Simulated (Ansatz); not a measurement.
System: ZrCl3, net charge 0, doublet state. The spin state was set by rule; other spins were not relaxed. 
Coordinates optimised at B3LYP-D3(BJ)/def2-TZVP (Ansatz, a program for electronic structure):
```
Zr
Cl 1 2.3436
Cl 1 2.3436 2 120.00
Cl 1 2.3436 2 120.00 3 180.00
```
Charge 0, spin multiplicity 2.

Quantity: vertical ionisation energy (to the singlet state of charge +1; each state is the SCF solution reached for its spin; the molecule has degenerate orbitals, so one determinant may break the symmetry), in eV. Correlated levels leave the core frozen unless marked. Open shells are spin-unrestricted. No spin-orbit coupling. Frozen are the shells of the preceding noble gas and the d and f shells that filled before the atom's block. In def2 rows, elements after Kr have scalar-relativistic effective core potentials. CBS(X,Y): correlation extrapolated as X^-3; Hartree-Fock from the larger set. [CCSD(T)-MP2]/basis is that difference in the basis named.

| level | program | vertical ionisation energy (eV) |
|---|---|---|
| SVWN5/def2-TZVPD | Ansatz | 7.94 |
| r2SCAN/def2-TZVPD | Ansatz | … |
| PBE0/def2-TZVPD | Ansatz | 8.13 |
| BHLYP/def2-TZVPD | Ansatz | 8.33 |
| wB97X-V/def2-TZVPD | Ansatz | … |
| RI-MP2/CBS(def2-TZVPPD,def2-QZVPPD)+[CCSD(T)-MP2]/def2-TZVPPD | Ansatz | … |

Question: What belongs in the gaps?

Answer: 
- r2SCAN/def2-TZVPD, vertical ionisation energy (eV): 8.06
- wB97X-V/def2-TZVPD, vertical ionisation energy (eV): 8.20
- RI-MP2/CBS(def2-TZVPPD,def2-QZVPPD)+[CCSD(T)-MP2]/def2-TZVPPD, vertical ionisation energy (eV): 8.02
